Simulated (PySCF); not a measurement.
tetrafluoroborate (BF₄), SMILES F[B-](F)(F)F, charge -1. Geometry: B3LYP-D3(BJ)/def2-SVPD.

Computed equilibrium geometry at B3LYP-D3(BJ)/def2-SVPD (PySCF confirms it by a frequency run) as a Z-matrix, and its point group:
point group Td.
```
B
F 1 1.4142
F 1 1.4142 2 109.47
F 1 1.4142 2 109.47 3 120.00
F 1 1.4142 2 109.47 3 -120.00
```
Charge -1, spin multiplicity 1.
